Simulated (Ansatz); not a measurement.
Geometry optimisation, Ansatz, UKS PBE0-D4/def2-mTZVP.

The input (input.yaml):

```yaml
crystal:
  periodic: [false, false, false]
  atoms:
    - { symbol: Ge, position_ang: [0.0, 0.0, 0.0] }
    - { symbol: H, position_ang: [0.0, 0.0, 1.8] }
    - { symbol: H, position_ang: [1.4616, 0.0, -0.5162] }
    - { symbol: H, position_ang: [-0.73, 1.2648, -0.5162] }
    - { symbol: F, position_ang: [-0.7913, -1.3709, -0.5594] }
    - { symbol: "N", position_ang: [0.0, 0.0, 3.16] }
    - { symbol: H, position_ang: [-0.496, -0.7725, 3.69] }
    - { symbol: H, position_ang: [0.496, 0.7725, 3.69] }
magnetization:
  spin_polarized: true
  initial_magnetization: 1
basis:
  gaussian: { orbitals: def2-mTZVP }
hamiltonian:
  xc: pbe0
  dispersion: d4
relax:
  f_tol: 0.15
  max_steps: 25
  restrain:
    - { distance: [1, 5], at: 2.26, k: 30.0 }
    - { distance: [0, 1], at: 1.55, k: 30.0 }
```

Launched with:

```bash
$ ansatz run input.yaml --threads 4 --pin off --max-ram 5120MiB --backend cpu --events-out ev --progress --plain --runs-dir out
```

Question: Where does it end, and by what steps?

Answer: The forces met the threshold. The restraints hold the end off the free minimum; the threshold counts their pulls, which the force column leaves out. Restrained pairs: H2–N6 (1.36 → 2.26 Å), Ge1–H2 (1.80 → 1.55 Å). After 6 steps the energy has fallen by 0.831 eV (the restraints' own energy left out); N6 moved furthest, 0.62 Å.

| step | energy less start (eV) | largest force component (eV/Å) | accepted |
| --- | --- | --- | --- |
| 0 | 0.0000 | 3.295 | yes |
| 1 | 0.0582 | 1.521 | yes |
| 2 | 0.0765 | 2.662 | yes |
| 3 | -0.3011 | 2.896 | yes |
| 4 | -0.5171 | 1.884 | yes |
| 5 | -0.7813 | 0.622 | yes |
| 6 | -0.8307 | 0.189 | yes |

```xyz
8
Properties=species:S:1:pos:R:3
Ge 0.037 0.046 -0.131
H 0.030 -0.017 1.414
H 1.455 0.017 -0.723
H -0.778 1.220 -0.689
F -0.755 -1.410 -0.688
N -0.288 0.263 3.635
H -0.398 -0.728 3.905
H 0.639 0.502 4.023
```

Time of the run: 26 s on 4 threads of AMD EPYC 7R43 64-Core Processor (Zen 3), on a shared host, peak memory 0.25 GiB.
